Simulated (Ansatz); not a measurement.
One change: `C=C([SiH3])[O][AlH][F]` becomes `C=C([SiH3])OC=S`.

Ansatz, PBE0-D4/def2-TZVP geometries, multiplicity 1. Each molecule was computed in one conformer, which needn't be the lowest.

```json
{"property": "HOMO energy (ωB97M-V/def2-TZVPP) / eV", "`C=C([SiH3])[O][AlH][F]`": "-9.40"}
{"property": "HOMO energy (PBE/def2-TZVPP) / eV", "`C=C([SiH3])[O][AlH][F]`": "-6.08"}
{"property": "LUMO energy (B3LYP/def2-TZVPP) / eV", "`C=C([SiH3])[O][AlH][F]`": "-1.09"}
{"property": "HOMO–LUMO gap (PBE/def2-TZVPP) / eV", "`C=C([SiH3])[O][AlH][F]`": "4.41"}
{"property": "HOMO–LUMO gap (B3LYP/def2-TZVPP) / eV", "`C=C([SiH3])[O][AlH][F]`": "5.88"}
{"property": "LUMO energy (PBE0/def2-TZVPP) / eV", "`C=C([SiH3])[O][AlH][F]`": "-0.85"}
```

Q: What does the change do to each property? (Estimate.)

A: Computed: 
| property | `C=C([SiH3])OC=S` | shift |
| --- | --- | --- |
| HOMO energy (ωB97M-V/def2-TZVPP) / eV | -8.97 | 0.43 |
| HOMO energy (PBE/def2-TZVPP) / eV | -5.54 | 0.54 |
| LUMO energy (B3LYP/def2-TZVPP) / eV | -2.05 | -0.96 |
| HOMO–LUMO gap (PBE/def2-TZVPP) / eV | 2.77 | -1.64 |
| HOMO–LUMO gap (B3LYP/def2-TZVPP) / eV | 4.46 | -1.42 |
| LUMO energy (PBE0/def2-TZVPP) / eV | -1.85 | -1.00 |

With PBE0 the HOMO rises by 0.43 eV and the LUMO falls by 1.00 eV, so the gap narrows by about 1.43 eV. PBE moves the HOMO by 0.54 eV and ωB97M-V by 0.43 eV.

B3LYP here is the variant with VWN-RPA as its local correlation; programs differ in this.
